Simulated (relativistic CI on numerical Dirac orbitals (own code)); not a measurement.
# Dy⁶⁰⁺: computed level list

Method of calculation: Dirac-Coulomb-Breit CI, separate exchange-only KLI orbitals for each configuration, model QED (radiative potential, 1s self-energy scaled to tabulated hydrogen-like ionisation energies), unscaled Slater integrals (own radial code, finite nucleus).

CI space (outside the closed core 1s2): 2s²2p², 2s2p³, 2p⁴, 2p³3s, 2p³3p, 2p³3d, 2s²2p3s, 2s²2p3p, 2s²2p3d, 2s2p²3s, 2s2p²3p, 2s2p²3d, 2s²2p4s, 2s²2p4p, 2s²2p4d, 2s²2p4f. Levels of other configurations are missing.

The lowest level is 2s²2p² ³P0, with 69 % of that term; Hund's rules for 2s²2p² give ³P with J = 0, in agreement.

```tsv
No.	Configuration	Term	J	E (eV)	%	Landé g
1	2s²2p²	³P	0	0.00	69	
2	2s²2p²	³P	1	833.01	100	1.475
3	2s²2p²	¹D	2	850.89	65	1.146
4	2s2p³(2P°)	³P°	2	1084.79	48	1.515
5	2s2p³(2D°)	³D°	1	1162.07	32	1.107
6	2s²2p²	³P	2	1702.32	64	1.295
7	2s²2p²	¹S	0	1755.96	68	
8	2s2p³(4S°)	⁵S°	2	1893.08	50	1.550
9	2s2p³(2D°)	³D°	3	1935.16	100	1.302
10	2s2p³(2P°)	³P°	0	1986.90	100	
11	2s2p³(4S°)	³S°	1	2006.83	51	1.300
12	2s2p³(2D°)	¹D°	2	2017.01	74	1.055
13	2s2p³(2P°)	³P°	1	2020.42	61	1.311
14	2p⁴	³P	2	2284.55	68	1.315
15	2p⁴	¹S	0	2341.79	63	
16	2s2p³(2P°)	³P°	2	2816.87	51	1.429
17	2s2p³(2P°)	¹P°	1	2891.74	37	1.170
18	2p⁴	³P	1	3130.41	100	1.475
19	2p⁴	¹D	2	3148.84	69	1.126
20	2p⁴	³P	0	4024.44	64	
21	2s²2p3s	³P°	0	7967.29	99	
22	2s²2p3s	³P°	1	7970.72	67	1.309
23	2s²2p3p	³D	1	8042.13	73	0.642
24	2s²2p3p	³P	0	8082.84	68	
25	2s2p²(3P)<4P>3s	⁵P	1	8193.95	42	2.011
26	2s2p²(3P)<4P>3s	³P	0	8229.20	69	
27	2s2p²(1S)<2S>3p	³P°	1	8276.85	33	1.359
28	2s2p²(1S)<2S>3p	³P°	0	8277.59	50	
29	2s²2p3p	³D	2	8308.74	52	1.150
30	2s²2p3p	³P	1	8310.90	47	1.511
```

Energies count from the lowest computed level; ° marks odd parity. Percentages are summed over parent terms; the parents shown are those of the largest component, closed shells are left out there, and <> holds an intermediate term.

The mean weight of the leading LS term, summed over parents, in these 30 levels is 64 %, and that of the leading jj configuration (from the same eigenvectors) 99 %, so jj coupling describes them better and the LS labels are nominal.

At this charge energies of transitions that change n are usually good to better than 1 %, and those within a shell (Δn = 0) to a few per cent.

LS names give the leading component of a level, which can be under half, so a name can repeat, a term be missing and a line seem to break the LS rules.
